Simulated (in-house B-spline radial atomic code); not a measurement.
Values are calculated unless marked as measured or tabulated.
# Building a PAW p channel for Ge, r_c = 2.07 bohr

Ge, [Ar] 3d10 4s2 4p2, non-relativistic PBE, spherical and spin-unpolarised, from a B-spline radial code for spherical atoms (atomic units; all potentials screened as in the neutral atom).

Two all-electron partial waves φ1, φ2 are integrated outwards at E1 = ε(4p) = -0.144496 and E2 = E1 + 2 hartree; φ1 is the bound orbital and φ2 has unit norm inside r_c = 2.0703 bohr. Smooth partners are polynomials, r^2(a0 + a1 r² + a2 r⁴ + a3 r⁶), matched to φ and three derivatives at r_c, with no condition on the norm. The local potential is -5.08754 + (2.90113) r² + (-0.715834) r⁴ + (0.0653286) r⁶ inside 1.695 bohr and the all-electron one outside.

```tsv
wave	φ(r_c)	φ'(r_c)	a0	a1	a2	a3
1	0.6162116	0.060348	0.3599589	-0.07446658	0.006475764	-0.000202982
2	0.2295392	2.643665	-1.911461	0.8971952	-0.1296041	0.006355684
```

Inside r_c the overlaps are <φi φj> = [[0.27311, -0.40380], [-0.40380, 1.00000]] and, for the smooth waves, [[0.28941, -0.47606], [-0.47606, 1.30834]]. With χj = (Ej − T − V_local) applied to smooth wave j, the program's quadrature gives the matrix B_ij = <smooth i, χj> as [[0.13848, -0.59784], [-0.45332, 2.12497]].

(1) Check the match of the first wave, and find the augmentation charges q_ij.

(2) B isn't symmetric. Show that D_ij = B_ij + Ej q_ij is.

Solving (T + V_local + Σ p D p) ψ = E (1 + Σ p q p) ψ in a sphere of 9 bohr, whose wall lifts the free-atom level a little, gives these levels:

```json
{"all-electron": "-0.143857", "one projector": "-0.143857", "two projectors": "-0.143857"}
{"all-electron": "0.111464", "one projector": "0.111231", "two projectors": "0.111454"}
{"all-electron": "0.445094", "one projector": "0.442842", "two projectors": "0.445033"}
{"all-electron": "0.929167", "one projector": "0.917778", "two projectors": "0.929050"}
{"all-electron": "1.557190", "one projector": "1.515830", "two projectors": "1.557150"}
```

(3) What does the second projector gain?

Answers

(1) At r_c the four terms are 1.54283, -1.36803, 0.50991, -0.06851, which sum to 0.6162, φ1(r_c) to rounding. q_ij is the all-electron overlap less the smooth one: [[-0.01630, 0.07226], [0.07226, -0.30834]]. The smooth first wave has a norm of 0.2894 inside r_c against 0.2731, so q11 is negative and must stay small enough for the overlap operator to be positive.

(2) Integrating by parts gives B12 − B21 = (E1 − E2) q12: -0.59784 − (-0.45332) = -0.14452, and −2 × (0.07226) = -0.14452. So D12 = -0.59784 + (1.855504)(0.07226) = -0.46376 and D21 = -0.45332 + (-0.144496)(0.07226) = -0.46376; D11 = 0.14083, D22 = 1.55284. The projectors, p = (B⁻¹)ᵀ χ, are dual to the smooth waves; det B = 0.023.

(3) With one projector the errors are 0.00, -0.23, -2.25, -11.39, -41.36 millihartree. With two the errors are 0.00, -0.01, -0.06, -0.12, -0.04 millihartree. The scattering is exact at E1 and at E2 = 1.856, and over all levels compared the largest error is 0.12 millihartree. The lowest eigenvalue of the overlap operator is 0.8435 with one and 0.5616 with two projectors. The smooth orbital alone needs a cutoff of 2.98 hartree for 1 millihartree of kinetic energy, against 6.77 for a norm-conserving Troullier-Martins orbital of the same radius; part of the gain comes from giving up the norm, part from the simpler form.
